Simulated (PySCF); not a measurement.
Point-charge models of `C(c1[nH]nc(n1)C)(C)C` against its computed dipole.

Coordinates (GFN2-xTB, Å) and charges (e) from the PBE0/pcSseg-1 density (PySCF):

| atom | x | y | z | Mulliken | IAO | Hirshfeld | ESP-fitted |
| --- | --- | --- | --- | --- | --- | --- | --- |
| C1 | 3.579 | -0.046 | -0.144 | -0.1343 | -0.4407 | -0.1188 | -0.6262 |
| C2 | 2.122 | -0.076 | -0.416 | +0.0558 | +0.2014 | +0.0809 | +0.9170 |
| N3 | 1.594 | -0.199 | -1.614 | -0.2543 | -0.2835 | -0.1759 | -0.6540 |
| N4 | 0.270 | -0.173 | -1.385 | -0.2740 | -0.1468 | -0.0241 | -0.1117 |
| C5 | 0.041 | -0.038 | -0.061 | +0.3483 | +0.1952 | +0.1016 | +0.4248 |
| C6 | -1.308 | 0.035 | 0.564 | -0.3003 | -0.1157 | -0.0190 | +0.3109 |
| C7 | -1.994 | 1.352 | 0.190 | -0.2015 | -0.4151 | -0.1165 | -0.5256 |
| C8 | -2.163 | -1.166 | 0.157 | -0.2073 | -0.4167 | -0.1169 | -0.5640 |
| N9 | 1.193 | 0.025 | 0.566 | -0.4526 | -0.3751 | -0.2203 | -0.8343 |
| H10 | 3.739 | -0.081 | 0.929 | +0.1307 | +0.1658 | +0.0505 | +0.1771 |
| H11 | 4.066 | -0.892 | -0.622 | +0.1314 | +0.1617 | +0.0502 | +0.1573 |
| H12 | 4.015 | 0.868 | -0.544 | +0.1343 | +0.1611 | +0.0505 | +0.1616 |
| H13 | -0.378 | -0.255 | -2.151 | +0.1939 | +0.2991 | +0.1562 | +0.3241 |
| H14 | -1.148 | 0.014 | 1.645 | +0.1412 | +0.1617 | +0.0509 | +0.0417 |
| H15 | -2.956 | 1.425 | 0.691 | +0.1164 | +0.1430 | +0.0449 | +0.1461 |
| H16 | -2.160 | 1.411 | -0.884 | +0.0972 | +0.1308 | +0.0354 | +0.1070 |
| H17 | -1.381 | 2.198 | 0.492 | +0.1310 | +0.1513 | +0.0448 | +0.1363 |
| H18 | -1.648 | -2.096 | 0.389 | +0.1294 | +0.1497 | +0.0437 | +0.1309 |
| H19 | -3.107 | -1.151 | 0.697 | +0.1184 | +0.1455 | +0.0462 | +0.1626 |
| H20 | -2.381 | -1.146 | -0.910 | +0.0962 | +0.1276 | +0.0358 | +0.1183 |

What dipole does each set of charges give (1 e·Å = 4.803 D), and what does the density give?

The full density gives (-2.68, -0.03, -0.56) D, 2.73 D in size; dipole vectors point from the negative to the positive end.

```csv
scheme,μx,μy,μz,size (D),share of the full size (%),angle to the full dipole (°)
Mulliken,-1.65,0.23,0.74,1.82,67,37
IAO,-2.36,-0.04,-0.50,2.41,88,0
Hirshfeld,-1.84,-0.05,-0.51,1.91,70,4
ESP-fitted,-2.68,-0.03,-0.53,2.73,100,1
```

Which set comes closest?

Length of the difference vector: ESP-fitted 0.03 D, IAO 0.32 D, Hirshfeld 0.84 D, Mulliken 1.68 D. Closest: ESP-fitted. 

What is left for the Hirshfeld atoms' own dipoles?

The Hirshfeld atoms' densities add up to the full density, so μ = Σ q r + Σ (atomic dipoles). The atomic dipoles sum to (-2.68, -0.03, -0.56) − (-1.84, -0.05, -0.51) = (-0.84, 0.02, -0.05) D, 0.84 D in size.

With the origin at the mean of the coordinates, (0.000, 0.001, -0.121) Å, which are the largest single terms, by size, of the Mulliken dipole along the direction of the full one?

N9 +2.84, H12 -2.49, H11 -2.44, H10 -2.43, C1 +2.26 D; all 20 atoms together +1.45 D. The single terms depend on the origin, their sum doesn't.

Give the size of the full dipole in other units.

2.73 D = 1.075 au = 0.569 e·Å = 9.12 × 10⁻³⁰ C·m.

Isolated species at its GFN2-xTB geometry (one conformer only). GFN2-xTB frequencies show an imaginary mode (60i cm⁻¹), so this geometry is no minimum at that level.

Conformer computed: `[CH3:1][c:2]1[n:3][nH:4][c:5]([CH:6]([CH3:7])[CH3:8])[n:9]1`: N4–C5–C6–C7 -69°.
